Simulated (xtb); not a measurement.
lithium hydride (HLi), singlet, geometry from GFN2-xTB (such geometries of metal compounds can be far from the true shape); GFN2-xTB (xtb).

Here is a job for xtb.
```
$ xtb mol.xyz --gfn 2 --chrg 0 --uhf 0 --json

# file mol.xyz
2

Li    -0.00000000    -0.00000000    -0.34356182
H      0.00000000     0.00000000     1.03068545
```

What the program printed (banner, timings and long lists left out):

```
   ID    Z sym.   atoms
    1    3 Li     1
    2    1 H      2

           -------------------------------------------------
          |                Calculation Setup                |
           -------------------------------------------------

           -------------------------------------------------
          |                 G F N 2 - x T B                 |
           -------------------------------------------------

          ...................................................
          :                      SETUP                      :
          :.................................................:
          :  # basis functions                   5          :
          :  # atomic orbitals                   5          :
          :  # shells                            3          :
          :  # electrons                         2          :
          :  max. iterations                   250          :
          :  Hamiltonian                  GFN2-xTB          :
          :  restarted?                      false          :
          :  GBSA solvation                  false          :
          :  PC potential                    false          :
          :  electronic temp.          300.0000000     K    :
          :  accuracy                    1.0000000          :
          :  -> integral cutoff          0.2500000E+02      :
          :  -> integral neglect         0.1000000E-07      :
          :  -> SCF convergence          0.1000000E-05 Eh   :
          :  -> wf. convergence          0.1000000E-03 e    :
          :  Broyden damping             0.4000000          :
          :  net charge                          0          :
          :  unpaired electrons                  0          :
          ...................................................

 iter      E             dE          RMSdq      gap      omega  full diag
   1     -0.7853299 -0.785330E+00  0.208E+01    5.55       0.0  T
   2     -0.7898091 -0.447927E-02  0.134E+01    5.33       1.0  T
   3     -0.7905065 -0.697359E-03  0.154E+00    5.31       1.0  T
   4     -0.7911509 -0.644357E-03  0.899E-01    5.80       1.0  T
   5     -0.7912702 -0.119324E-03  0.262E-01    5.60       1.0  T
   6     -0.7912972 -0.269823E-04  0.677E-02    5.65       1.0  T
   7     -0.7912975 -0.296930E-06  0.135E-03    5.66      52.3  T
   8     -0.7912975 -0.591389E-09  0.255E-05    5.66    2771.2  T
   9     -0.7912975 -0.133893E-12  0.976E-06    5.66    7243.6  T

   *** convergence criteria satisfied after 9 iterations ***

         :::::::::::::::::::::::::::::::::::::::::::::::::::::
         ::                     SUMMARY                     ::
         :::::::::::::::::::::::::::::::::::::::::::::::::::::
         :: total energy              -0.783797227786 Eh    ::
         :: gradient norm              0.000000025084 Eh/a0 ::
         :: HOMO-LUMO gap              5.656752284468 eV    ::
         ::.................................................::
         :: SCC energy                -0.791297461216 Eh    ::
         :: -> isotropic ES            0.017094030490 Eh    ::
         :: -> anisotropic ES          0.010117747462 Eh    ::
         :: -> anisotropic XC         -0.006275923272 Eh    ::
         :: -> dispersion             -0.000307899208 Eh    ::
         :: repulsion energy           0.007500233429 Eh    ::
         :: add. restraining           0.000000000000 Eh    ::
         :: total charge               0.000000000000 e     ::
         :::::::::::::::::::::::::::::::::::::::::::::::::::::

           -------------------------------------------------
          |                Property Printout                |
           -------------------------------------------------

    * Orbital Energies and Occupations

         #    Occupation            Energy/Eh            Energy/eV
      -------------------------------------------------------------
         1        2.0000           -0.3632288              -9.8840 (HOMO)
         2                         -0.1553470              -4.2272 (LUMO)
         3                         -0.0944233              -2.5694
         4                         -0.0944233              -2.5694
         5                          0.3206918               8.7265
      -------------------------------------------------------------
                  HL-Gap            0.2078818 Eh            5.6568 eV
             Fermi-level           -0.2592879 Eh           -7.0556 eV

     #   Z          covCN         q      C6AA      α(0)
     1   3 Li       0.812     0.381    42.520    20.518
     2   1 H        0.812    -0.381    43.768    10.387

 Mol. C6AA /au·bohr⁶  :        148.829812
 Mol. C8AA /au·bohr⁸  :       5634.118113
 Mol. α(0) /au        :         30.905228

Wiberg/Mayer (AO) data.
largest (>0.10) Wiberg bond orders for each atom

 ---------------------------------------------------------------------------
     #   Z sym  total        # sym  WBO       # sym  WBO       # sym  WBO
 ---------------------------------------------------------------------------
     1   3 Li   0.855 --     2 H    0.855
     2   1 H    0.855 --     1 Li   0.855
 ---------------------------------------------------------------------------

Topologies differ in total number of bonds
Writing topology from bond orders to xtbtopo.mol

molecular dipole:
                 x           y           z       tot (Debye)
 q only:        0.000       0.000      -0.989
   full:        0.000       0.000      -2.218       5.638
molecular quadrupole (traceless):
                xx          xy          yy          xz          yz          zz
 q only:        0.642       0.000       0.642       0.000       0.000      -1.284
  q+dip:       -0.370       0.000      -0.370       0.000       0.000       0.740
   full:        0.897       0.000       0.897       0.000       0.000      -1.795

           -------------------------------------------------
          | TOTAL ENERGY               -0.783797227786 Eh   |
          | GRADIENT NORM               0.000000025084 Eh/α |
          | HOMO-LUMO GAP               5.656752284468 eV   |
           -------------------------------------------------

normal termination of xtb
```
